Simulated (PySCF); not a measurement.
# Worked example: refractive index and permittivity of the vapour

C2H8O2Si, SMILES O[Si@@H](OC)C.

Geometry: PBE0-D3(BJ)/def2-SVP. The structure was generated by enumeration; whether it is a known compound was not checked. The values are those of a single conformer.

PBE/def2-TZVP run with PySCF gives a mean static polarisability of 58.0 bohr³ and a dipole moment of 0.60 D. Take an ideal gas at 298.15 K and 1 bar, whether or not the substance is that volatile.

**Question.** Work out n − 1 in the optical limit and the static ε − 1.

**Answer.** 
Polarisability volume α' = 58.0 × 0.148185 = 8.59 Å³. Number density N = p/kT = 2.43e-5 Å⁻³.
Dilute limit of Lorentz–Lorenz: n − 1 = 2π N α' = 0.0013.
Orientation term of Debye: μ²/(3kT) = 8.098 Å³ × μ²(D²) = 2.92 Å³.
ε − 1 = 4π N (α' + μ²/3kT) = 0.0035. Orientation of the dipole supplies 25 % of the static response; it can't follow optical fields. Vibrational polarisation and dispersion are left out.
